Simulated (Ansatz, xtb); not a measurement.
Ranking isomers of C8H10

6 gas-phase structures of C8H10, from a drawn sample of its isomers (lower ones may exist). Each was relaxed with GFN2-xTB; where two conformers were screened, the lower at r2SCAN-D4/def2-SVP is listed:

A. `C=C/C=C/C(=C)C=C`, a singlet
B. `C=CC=C(C=C)C=C`, a singlet
C. `C=C/C=C/C=C/C=C`, a singlet
D. `C=C/C=C\C=C/C=C`, a singlet
E. `C=C/C=C\C=C\C=C`, a singlet
F. `C=CC(=C)C(=C)C=C`, a singlet

Task: Estimate their order in r2SCAN-D4/def2-SVP energy at these geometries, lowest first.

Result: Calculated order at r2SCAN-D4/def2-SVP: C (0.0), E (1.7), D (3.5), A (9.0), B (9.4), F (15.1) kcal/mol. Less than 1 kcal/mol parts A and B, so the order within that pair means little.

Energies above the lowest of each column, in kcal/mol; the last columns are at PBE0-D3(BJ)/def2-SVP geometries and were run for some of them only (a dash: not run or not comparable):

| structure | GFN2-xTB | HF/STO-3G | r2SCAN-D4/def2-SVP | PBE0-D3(BJ)/def2-SVP | CCSD(T)/def2-SVP + ΔMP2/def2-TZVPP |
| --- | --- | --- | --- | --- | --- |
| C | 0.0 | 0.0 | 0.0 | 0.0 | 0.0 |
| E | 1.7 | 1.7 | 1.7 | 1.5 | 1.4 |
| D | 3.6 | 3.6 | 3.5 | 3.2 | 2.9 |
| A | 6.1 | 5.7 | 9.0 | 7.3 | 4.9 |
| B | 6.8 | 6.9 | 9.4 | 7.8 | 5.7 |
| F | 9.6 | 9.4 | 15.1 | – | – |

Every level run on C puts it lowest or level with the lowest. Some further structures that were screened fall inside this span and aren't listed. Flexible structures stand in one conformer each, not always the lowest. Frequencies (GFN2-xTB) were run for A, B, C, D, E alone. ΔMP2 is the change of the MP2 energy from the smaller to the larger basis.

Over these structures GFN2-xTB departs from r2SCAN-D4/def2-SVP by 1.8 kcal/mol on average once a common shift is removed. A GFN2-xTB relaxation took about 0.07 s and the r2SCAN-D4/def2-SVP energy about 3.6 s on a shared host (Ansatz 0.2.0, xtb 6.7.1).
